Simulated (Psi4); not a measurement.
A dimer, BF3 ··· Na+ (SMILES FB(F)F and [Na+]) (charge +1); the first 4 atoms form monomer A.

```
5

F     -0.6638    -1.1360     0.0008
B      0.0005    -0.0001     0.0001
F      1.3164    -0.0058    -0.0006
F     -0.6530     1.1420    -0.0002
Na    -1.6744     2.9095     0.0003
```

**Question.** What interaction energy does SAPT0/jun-cc-pVDZ, all electrons correlated in Psi4 give, and which attractive term is the largest?

**Answer.** Total -25.37 kJ/mol: electrostatics -37.88, exchange 34.24, induction -21.11, dispersion -0.63. The most attractive term is electrostatics.
